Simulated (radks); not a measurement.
Spherical quantum dot in the effective-mass picture: electrons in a well V = -V0 / (1 + exp((r - R)/a)) with V0 = 31.6, R = 2.13, a = 0.11, all in effective atomic units (hartree* = m*/eps^2 hartree, bohr* = eps/m* bohr), one dielectric constant everywhere. Method: non-relativistic Kohn-Sham, PBEsol, spin-polarised, spherical densities; computed with a radial shooting solver with Libxc functionals. Levels are named by radial order and angular momentum (1s, 1p, 1d, 2s, ...), and open shells are averaged over m.

N = 18, configuration 1s2 1p6 1d10. This is the lowest configuration that the search found. Occupied and some empty levels:

level,occupation,eigenvalue (hartree*),<r> (bohr*)
1s,2,-19.115,1.286
1p,6,-18.355,1.399
1d,10,-17.201,1.480
2s,0,-15.749,1.025
1f,0,-15.713,1.544
2p,0,-13.782,1.177

Energy (hartree*): total -419.601, kinetic 44.930, external -555.01, Hartree 103.10, exchange-correlation -12.618.
